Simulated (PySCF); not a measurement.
**Substituent effects on chemical shifts**

Parent skeleton `[CH:1]1=[CH:2][CH+:3][CH2:4][CH:5]=[CH:6]1`; one hydrogen on atom 4 is replaced by X. Hydrogens on one atom are averaged.

[PySCF 2.14: GFN2-xTB geometry; shieldings: GIAO PBE0/pcSseg-1; one computed conformer; gas phase; non-relativistic Hamiltonian]

Chemical shifts δ = σref − σ; ¹³C, ¹H vs TMS, all at this level.

Parent (X = H): C1 183.0, C2 143.3, C3 196.6, C4 53.2, C5 196.6, C6 143.3, H(C1) 9.74, H(C2) 8.82, H(C3) 9.86 ppm. Effects are Δδ = δ(X) − δ(H), positive for deshielding.

Question: Give Δδ (ppm) for X = CHCl2, F, CF3.

Answer: 
| X | SMILES | C1 | C2 | C3 | C4 | C5 | C6 | H(C1) | H(C2) | H(C3) |
| --- | --- | --- | --- | --- | --- | --- | --- | --- | --- | --- |
| CHCl2 | ClC(Cl)[C@@H]1C=CC=C[CH+]1 | +1.5 | +1.3 | +8.6 | +22.6 | -2.1 | +0.1 | -0.06 | +0.06 | +0.85 |
| F | F[C@@H]1C=CC=C[CH+]1 | -1.5 | +0.9 | +3.6 | +56.1 | +3.6 | +0.9 | -0.18 | -0.17 | +0.36 |
| CF3 | FC(F)(F)[C@H]1C=CC=C[CH+]1 | +2.9 | +1.5 | -1.1 | +17.0 | -1.1 | +1.5 | +0.02 | +0.06 | +0.18 |

Question: Which position responds most, and to which substituents?

Answer: C4: from +17.0 ppm with CF3 to +56.1 ppm with F.
